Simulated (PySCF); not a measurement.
Si(Cl)3(OH) (Cl3HOSi), SMILES Cl[Si](Cl)(Cl)O. Geometry: PBE-D3(BJ)/def2-SVP. Other conformers were not sampled.

Computed with PBE-D3(BJ)/def2-SVP in PySCF 2.14.0.

Harmonic wavenumbers (cm⁻¹): 112, 157, 191, 224, 261, 271, 445, 604, 610, 798, 927, 3754. Rotational constants (GHz): 1.791, 1.753, 1.266; symmetry number 1.

Work out the zero-point energy and the ideal-gas rigid-rotor harmonic-oscillator thermochemistry at 298.15 K and 1 atm.

ZPE = ½ Σ hcν = ½ × 8353 cm⁻¹ = 11.94 kcal/mol. H − E(el) = 16.87 kcal/mol. Entropy in cal/(mol K): translation 40.96, rotation 28.78, vibration 15.24, total 84.98. G − E(el) = -8.46 kcal/mol. Cp = 23.44 cal/(mol K). Modes under 150 cm⁻¹ make the vibrational entropy uncertain.
